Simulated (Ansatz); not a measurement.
Reaction (redistribution): `ClB1NCO1` + `[CH3][Ga]([CH3])[OH]` → `B1NCO1` + `[CH3][Ga]([OH])[CH2]Cl`

Isolated molecules relaxed with PBE0-D4/def2-TZVP in Ansatz; ΔE leaves out vibrations. CCSD(T)/CBS is the MP2 limit (def2-TZVPP, def2-QZVPP) plus CCSD(T) − MP2 in def2-TZVPP, frozen cores. DFT in def2-TZVPP. B3LYP here is the variant with VWN-RPA as its local correlation; programs differ in this. For Ga outer-core shells are correlated without core-valence functions, which leaves a few kJ/mol of doubt a bond. Scalar relativity is left out up to krypton. One conformer a species, not always the lowest.

```csv
level,ΔE (kJ/mol)
PBE-D4,155.4
r2SCAN-D4,162.4
ωB97M-V,157.8
B2PLYP,158.4
PBE,156.2
B3LYP,155.8
CCSD/def2-TZVPP,159.6
SCS-MP2/def2-QZVPP,156.8
```

(1) What does CCSD(T)/CBS give? (Estimate.)

Largest T1 diagnostic among the species: 0.014.

Answers

(1) Ansatz gave: +155.4 kJ/mol. The listed levels differ from it by 0.0, 7.0, 2.4, 3.0, 0.8, 0.4, 4.2, 1.4 kJ/mol.

From PBE to PBE0 (25 % exact exchange), in def2-TZVPP and without D4, ΔE moves by +3.5 kJ/mol.
